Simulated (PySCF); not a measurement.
One molecule, a ladder of functionals, a line

Molecule: `F/C=C/[C@@H]1C[SiH2]1`, C4H7FSi.

Atom-mapped SMILES (the numbers label the heavy atoms): `[F:1]/[CH:2]=[CH:3]/[C@@H:4]1[CH2:5][SiH2:6]1`; H(Xn) means a hydrogen on atom n. Ha(C5), Ha(Si6) are cis to C3 on the ring; Hb(C5), Hb(Si6) are trans to C3 on the ring.

GIAO shieldings (ppm, equivalent atoms averaged) in PySCF on the PBE0-D3(BJ)/def2-SVP geometry, basis pcSseg-1, gas phase, non-relativistic:

| functional | exact exchange (%) | σ(F1) | σ(C4) | σ(C5) | σ(Si6) |
| --- | --- | --- | --- | --- | --- |
| BLYP | 0 | 278.5 | 166.0 | 174.7 | 459.3 |
| BP86 | 0 | 280.0 | 170.2 | 178.8 | 467.8 |
| PBE | 0 | 276.8 | 170.5 | 179.2 | 469.3 |
| B3LYP | 20 | 301.0 | 172.5 | 179.8 | 471.2 |
| mPW1PW91 | 25 | 304.9 | 177.3 | 184.1 | 481.1 |
| BHandHLYP | 50 | 328.5 | 181.0 | 186.5 | 488.0 |
| HF | 100 | 362.8 | 193.6 | 196.2 | 516.3 |

Question: Fit each shielding as a line in the percentage of exact exchange.

Answer: σ(F1) = 280.7 + 0.86 x (rms 3.3 ppm); σ(C4) = 169.0 + 0.25 x (rms 1.7 ppm); σ(C5) = 177.6 + 0.19 x (rms 1.6 ppm); σ(Si6) = 465.0 + 0.50 x (rms 3.6 ppm). The functionals also differ in their semilocal parts, which the line can't hold; Hartree–Fock has no correlation at all.

Question: What does the line predict for PBE0 (25 %), and what does the run give?

Answer: σ(F1): 302.2 predicted, 304.0 computed; σ(C4): 175.2 predicted, 178.1 computed; σ(C5): 182.3 predicted, 185.0 computed; σ(Si6): 477.5 predicted, 483.4 computed ppm.
